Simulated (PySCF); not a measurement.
## Iron: a sound run and one with changed settings

Sound run: Fe(2+) [Ar] 3d6, Fe(3+) [Ar] 3d5. Calculation: PySCF 2.14, in def2-SVP (5s3p2d1f, 31 functions); the non-relativistic Hamiltonian (point nucleus). In the sound run the correlated levels freeze [Ar]. The sound run starts from symmetry-adapted Hartree-Fock orbitals and uses a fine grid where one is needed.

Changed run: initial guess minao, at most 50 SCF cycles.

```tsv
species	method	sound run (hartree)	changed run (hartree)	converged
Fe(2+)	UHF	-1261.47693	-1261.47693	yes
Fe(2+)	LDA	-1260.09469	-1260.09469	yes
Fe(3+)	UHF	-1260.41881	-1260.41881	yes
Fe(3+)	LDA	-1258.91356	-1258.91356	yes
```

Here the plain start reaches the same solutions.
